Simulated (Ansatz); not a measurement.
Li11⁻. The state is a singlet with charge -1. Geometry B3LYP/def2-SVPD.

```xyz
11

Li    0.470   -0.448   -2.092
Li   -1.690    1.153   -1.088
Li    1.023   -3.260   -0.925
Li   -1.129   -1.521    0.418
Li    0.584   -3.575    1.978
Li   -0.289   -1.113    3.350
Li   -0.070    2.403   -3.234
Li   -0.967    3.904   -0.256
Li    1.519   -0.830    0.880
Li    1.181    1.892   -0.598
Li   -0.632    1.394    1.567
```

At HF/def2-TZVPD the restricted singlet is unstable: a solution with broken spin symmetry lies lower. The restricted singlet is unstable towards broken spin symmetry in Hartree–Fock (as tested in another run); at PBE/def2-TZVPD, r2SCAN/def2-TZVPD, PBE0/def2-TZVPD, r2SCAN0/def2-TZVPD this wasn't settled. Another isomer (singlet) lies 0.15 eV lower at PBE0/def2-TZVPD; other spin states weren't run for this one.

(1) Estimate the orbital energies around the gap (eV) in Ansatz with HF/def2-TZVPD, PBE/def2-TZVPD, r2SCAN/def2-TZVPD, PBE0/def2-TZVPD, r2SCAN0/def2-TZVPD.

Answers

(1) 
```tsv
orbital	HF/def2-TZVPD	PBE/def2-TZVPD	r2SCAN/def2-TZVPD	PBE0/def2-TZVPD	r2SCAN0/def2-TZVPD
HOMO−5	-5.29	-2.28	-2.49	-3.20	-3.30
HOMO−4	-3.87	-1.57	-1.71	-2.31	-2.38
HOMO−3	-2.48	-0.89	-0.96	-1.43	-1.46
HOMO−2	-1.70	-0.51	-0.54	-0.93	-0.94
HOMO−1	-1.31	-0.19	-0.22	-0.58	-0.58
HOMO	-1.00	-0.18	-0.19	-0.52	-0.55
LUMO	2.32	0.39	0.47	0.81	0.82
LUMO+1	2.35	0.52	0.60	0.93	0.94
LUMO+2	2.56	0.54	0.61	0.96	0.96
LUMO+3	2.61	0.78	0.90	1.19	1.25
LUMO+4	2.76	0.91	0.97	1.35	1.37
LUMO+5	2.95	1.07	1.21	1.50	1.56
```
